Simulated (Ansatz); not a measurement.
Reaction (ligand exchange at a B–Se bond): `CC[Se]BF` + `N[SiH3]` → `FBN[SiH3]` + `CC[SeH]`

Gas-phase electronic energies from Ansatz, PBE0-D4/def2-TZVP geometries. CCSD(T)/CBS adds triple-zeta CCSD(T) − MP2 to the extrapolated MP2 energy (def2 sets, frozen cores). This one scheme is used for every species. DFT in def2-TZVPP. B3LYP here is the variant with VWN-RPA as its local correlation; programs differ in this. For Se outer-core shells are correlated without core-valence functions, which leaves a few kJ/mol of doubt a bond. Scalar relativity is left out up to krypton. Each species was taken in one conformer, which may not be the lowest.

`CC[Se]BF`:

```xyz
11

C     0.607    1.280   -0.466
C    -0.542    0.343   -0.764
Se   -0.030   -1.552   -0.680
B    -0.115   -1.835    1.216
F    -0.475   -0.861    2.042
H     0.281    2.319   -0.572
H     1.443    1.115   -1.149
H     0.971    1.144    0.554
H    -0.925    0.480   -1.775
H    -1.369    0.478   -0.067
H     0.154   -2.911    1.660
```

`N[SiH3]`:

Cartesian coordinates in Å:
```
N -0.649 0.838 0.119
Si 0.346 -0.535 -0.169
H -0.256 1.762 0.042
H -1.343 0.806 0.849
H 1.064 -0.318 -1.451
H 1.376 -0.826 0.873
H -0.537 -1.727 -0.263
```

`FBN[SiH3]`:

```xyz
9

F    -1.783   -1.100    0.118
B    -1.317   -0.242   -0.796
N    -0.062    0.338   -0.580
Si    0.987    0.057    0.791
H    -1.990   -0.008   -1.757
H     0.264    0.981   -1.286
H     0.326    0.455    2.057
H     1.378   -1.372    0.878
H     2.196    0.891    0.575
```

`CC[SeH]`:

Z-matrix (Å, degrees):
```
C
C 1 1.512
H 1 1.091 2 111.2
H 1 1.095 2 110.4 3 120.3
H 1 1.092 2 111.2 3 -120.1
Se 2 1.958 1 114.0 3 57.4
H 2 1.090 1 112.1 3 -179.9
H 2 1.092 1 111.4 3 -59.4
H 6 1.469 2 95.0 1 63.4
```

| level | ΔE (kJ/mol) |
| --- | --- |
| r2SCAN-D4 | -52.9 |
| B3LYP-D4 | -58.9 |
| B2PLYP | -58.5 |
| r2SCAN | -53.2 |
| CCSD/def2-TZVPP | -59.5 |
| MP2/def2-QZVPP | -52.0 |
| SCS-MP2/def2-QZVPP | -56.5 |
| MP2/CBS(def2) | -50.8 |

Q: What does CCSD(T)/CBS give? (Best estimate.)

A: The calculation gave: -54.3 kJ/mol. The listed levels differ from it by 1.4, -4.6, -4.2, 1.1, -5.2, 2.3, -2.2, 3.5 kJ/mol.

Largest T1 diagnostic among the species: 0.012.

From PBE to PBE0 (25 % exact exchange), in def2-TZVPP and without D4, ΔE moves by −4.3 kJ/mol. In def2-TZVPP, CCSD(T) changes the Hartree–Fock value by +15.6 kJ/mol (the triples alone add +3.2 kJ/mol) and MP2 by +19.2 kJ/mol.
